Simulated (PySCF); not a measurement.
C6H2F4.
Atom-mapped SMILES: `[F:1][c:2]1[cH:3][cH:4][c:5]([F:6])[c:7]([F:8])[c:9]1[F:10]` (hydrogens: H11 on C3; H12 on C4)

The same species was optimised twice, with GFN2-xTB and with PBE0-D3(BJ)/def2-SVP (PySCF), and the same property calculations (PySCF, gas phase) were run on both structures.

| coordinate | GFN2-xTB | PBE0-D3(BJ)/def2-SVP | change |
| --- | --- | --- | --- |
| C9–F10 (Å) | 1.335 | 1.320 | -0.015 |
| C7–F8 (Å) | 1.335 | 1.320 | -0.015 |
| C5–F6 (Å) | 1.338 | 1.325 | -0.013 |
| F1–C2 (Å) | 1.338 | 1.326 | -0.012 |
| C3–C4 (Å) | 1.383 | 1.395 | +0.012 |
| C2–C9 (Å) | 1.392 | 1.396 | +0.004 |
| C5–C7 (Å) | 1.392 | 1.396 | +0.004 |
| C2–C3 (Å) | 1.384 | 1.387 | +0.003 |
| C4–C5 (Å) | 1.384 | 1.387 | +0.003 |
| C7–C9 (Å) | 1.392 | 1.393 | +0.001 |
| F1–C2–C3 (°) | 119.7 | 121.1 | +1.4 |
| C4–C5–F6 (°) | 119.7 | 121.0 | +1.3 |
| F1–C2–C9 (°) | 119.4 | 118.4 | -1.0 |
| F6–C5–C7 (°) | 119.4 | 118.5 | -0.9 |
| C3–C2–C9 (°) | 120.9 | 120.5 | -0.4 |
| C2–C9–C7 (°) | 119.4 | 119.8 | +0.4 |
| C4–C5–C7 (°) | 120.9 | 120.5 | -0.4 |
| C2–C9–F10 (°) | 120.7 | 120.4 | -0.3 |

Rotational constants: A = 2079, B = 1196, C = 759.2 MHz (GFN2-xTB) against A = 2100, B = 1198, C = 762.9 MHz (PBE0-D3(BJ)/def2-SVP). Point groups within 0.08 Å: C2v and C2v.

On the GFN2-xTB structure: HOMO (eV) -7.67 [PBE0/pcSseg-1]; LUMO (eV) -1.01 [PBE0/pcSseg-1]; dipole (D) 2.45 [PBE0/pcSseg-1]; GIAO shielding of F1/F6 (mean) (ppm) 316.8 [PBE0/pcSseg-1]; GIAO shielding of C2/C5 (mean) (ppm) 29.1 [PBE0/pcSseg-1]; GIAO shielding of C3/C4 (mean) (ppm) 69.7 [PBE0/pcSseg-1]; GIAO shielding of C7/C9 (mean) (ppm) 35.3 [PBE0/pcSseg-1]; GIAO shielding of F8/F10 (mean) (ppm) 337.5 [PBE0/pcSseg-1].

Problem. What do these properties become on the PBE0-D3(BJ)/def2-SVP structure?

Solution. 
```csv
property,level,on GFN2-xTB,on PBE0-D3(BJ)/def2-SVP,change
HOMO (eV),PBE0/pcSseg-1,-7.67,-7.59,+0.08
LUMO (eV),PBE0/pcSseg-1,-1.01,-0.96,+0.05
dipole (D),PBE0/pcSseg-1,2.45,2.35,-0.10
"energy, GFN2-xTB geometry as zero (kcal/mol)",PBE0/pcSseg-1,0.0,-0.2,-0.2
GIAO shielding of F1/F6 (mean) (ppm),PBE0/pcSseg-1,316.8,319.9,+3.1
GIAO shielding of C2/C5 (mean) (ppm),PBE0/pcSseg-1,29.1,29.3,+0.2
GIAO shielding of C3/C4 (mean) (ppm),PBE0/pcSseg-1,69.7,69.5,-0.2
GIAO shielding of C7/C9 (mean) (ppm),PBE0/pcSseg-1,35.3,35.5,+0.2
GIAO shielding of F8/F10 (mean) (ppm),PBE0/pcSseg-1,337.5,339.7,+2.2
```

The heavy atoms differ by 0.015 Å rms after alignment. Among bonds between heavy atoms C7–F8 and C9–F10 change most and about equally (-0.015 Å). Changes are differences of the printed values. Neither structure is proved a minimum here.
